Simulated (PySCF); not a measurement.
PySCF input file for Ge(H)3(OH) (GeH₄O), SMILES [OH][GeH3], PBE0-D3(BJ)/def2-TZVP. Geometry optimised at PBE0-D3(BJ)/def2-TZVP.

```python
import numpy as np
from pyscf import gto, scf, dft, df
from pyscf.hessian import thermo

mol = gto.M(
    atom='''
    Ge   -0.00345452    0.34113771    0.00000000
    O     0.11358339   -1.43805217   -0.00000000
    H    -0.75206838    0.81810386    1.25964410
    H     1.45180535    0.81599424   -0.00000002
    H    -0.75206842    0.81810387   -1.25964409
    H    -0.74579096   -1.86419126    0.00000000
    ''',
    basis='def2-TZVP',
    charge=0,
    spin=0,
    max_memory=1600,
    verbose=3,
)
mf = dft.RKS(mol, xc='pbe0').density_fit(auxbasis='def2-universal-jkfit')
mf.disp = 'd3bj'
mf.grids.level = 3
mf.conv_tol = 1e-11
mf.max_cycle = 100
mf.kernel()

# [left out here: the lines that compute and print the analytic Hessian (its translational invariance restored by hand, since the grid's response is missing), thermochemistry and intensities]
```

Log of the run:

```
converged SCF energy = -2154.32786182101

WARN: DFTD3 does not support analytical Hessian, using finite difference


WARN: Mole.unit (angstrom) is changed to Bohr

Mode                                 0                   1                   2
Irrep
Freq [cm^-1]                      173.0647            613.9399            630.7841
Reduced mass [au]                   1.0722              1.0717              1.1283
Force const [Dyne/A]                0.0189              0.2380              0.2645
Char temp [K]                     249.0016            883.3229            907.5578
Normal mode                   x     y     z       x     y     z       x     y     z
       0  Ge                 0.00 -0.00 -0.00    0.02 -0.00  0.00    0.00 -0.00 -0.02
       1   O                -0.00 -0.00  0.06   -0.04 -0.01 -0.00   -0.00 -0.00  0.07
       2   H                 0.16  0.07  0.07   -0.23 -0.33 -0.02    0.03 -0.60  0.23
       3   H                -0.00  0.00 -0.19   -0.21  0.68 -0.00   -0.00  0.00  0.20
       4   H                -0.16 -0.07  0.07   -0.23 -0.33  0.02   -0.03  0.60  0.23
       5   H                -0.00  0.00 -0.91   -0.18  0.27  0.00   -0.00  0.00 -0.02
Mode                                 3                   4                   5
Irrep
Freq [cm^-1]                      705.9059            867.8019            870.8215
Reduced mass [au]                  12.6171              1.0443              1.0231
Force const [Dyne/A]                3.7043              0.4633              0.4571
Char temp [K]                    1015.6415           1248.5737           1252.9182
Normal mode                   x     y     z       x     y     z       x     y     z
       0  Ge                 0.00 -0.05 -0.00   -0.01 -0.01 -0.00    0.00  0.00 -0.01
       1   O                -0.01  0.22  0.00    0.01 -0.04 -0.00   -0.00  0.00 -0.00
       2   H                 0.01  0.06 -0.03    0.39  0.37  0.09    0.35  0.22  0.14
       3   H                -0.02  0.05  0.00   -0.17  0.58  0.00    0.00 -0.00  0.77
       4   H                 0.01  0.06  0.03    0.39  0.37 -0.09   -0.35 -0.22  0.14
       5   H                 0.05  0.11  0.00   -0.03  0.03  0.00    0.00 -0.00  0.02
Mode                                 6                   7                   8
Irrep
Freq [cm^-1]                      887.6119            946.1285           2139.5052
Reduced mass [au]                   1.0307              1.1116              1.0246
Force const [Dyne/A]                0.4784              0.5863              2.7633
Char temp [K]                    1277.0759           1361.2682           3078.2717
Normal mode                   x     y     z       x     y     z       x     y     z
       0  Ge                -0.01  0.01 -0.00    0.01  0.01 -0.00    0.00 -0.00  0.02
       1   O                -0.01  0.03 -0.00   -0.07  0.02  0.00    0.00 -0.00  0.00
       2   H                 0.40 -0.42  0.38   -0.04 -0.06 -0.00    0.35 -0.21 -0.56
       3   H                 0.04 -0.08  0.00   -0.07  0.23  0.00    0.00  0.00  0.03
       4   H                 0.40 -0.42 -0.38   -0.04 -0.06  0.00   -0.35  0.21 -0.56
       5   H                 0.00  0.01  0.00    0.37 -0.83  0.00   -0.00 -0.00  0.00
Mode                                 9                  10                  11
Irrep
Freq [cm^-1]                     2142.5819           2195.3386           3903.0788
Reduced mass [au]                   1.0151              1.0208              1.0668
Force const [Dyne/A]                2.7456              2.8987              9.5750
Char temp [K]                    3082.6983           3158.6034           5615.6615
Normal mode                   x     y     z       x     y     z       x     y     z
       0  Ge                -0.01  0.01  0.00   -0.01 -0.00 -0.00    0.00 -0.00  0.00
       1   O                -0.00  0.00  0.00   -0.00 -0.00 -0.00    0.05  0.03 -0.00
       2   H                 0.33 -0.21 -0.58   -0.01 -0.01 -0.03    0.00 -0.00 -0.00
       3   H                -0.05 -0.01  0.00    0.94  0.30 -0.00   -0.00 -0.00  0.00
       4   H                 0.33 -0.21  0.58   -0.01 -0.01  0.03    0.00 -0.00  0.00
       5   H                 0.00  0.00  0.00   -0.00 -0.01 -0.00   -0.86 -0.45  0.00
temperature 298.1500 [K]
pressure 101325.00 [Pa]
Rotational constants [GHz] 70.36618 10.05862 9.90397
Symmetry number 1
Zero-point energy (ZPE) 0.03663 [Eh]   96159.201 [J/mol]
                           tot       elec      trans        rot        vib
Entropy [J/mol/K]       271.764      0.000    165.229     89.350     17.185
Cv [J/mol/K]             53.087      0.000     12.472     12.472     28.143
Cp [J/mol/K]             61.401      0.000     20.786     12.472     28.143
Internal energy [J/mol]                      3718.434   3718.434  99400.889
Internal energy [Eh]   -2154.28717  -2154.32786
Enthalpy [J/mol]                             6197.391   3718.434  99400.889
Enthalpy [Eh]          -2154.28623
Gibbs free energy [J/mol]                  -43065.771 -22921.145  94277.096
Gibbs free energy [Eh] -2154.31709
mode   freq/cm-1   IR/(km/mol)
   1      173.06        99.330
   2      613.94        44.814
   3      630.78        52.731
   4      705.91       119.963
   5      867.80        72.398
   6      870.82        50.524
   7      887.61        65.577
   8      946.13        85.498
   9     2139.51       162.943
  10     2142.58        78.108
  11     2195.34        91.690
  12     3903.08        64.251
max |gradient| / (hartree/bohr): 2.728433058443732e-05
APT charges: [ 1.2893 -0.7852 -0.2661 -0.2278 -0.2661  0.2559]
```

Self-consistency was reached.
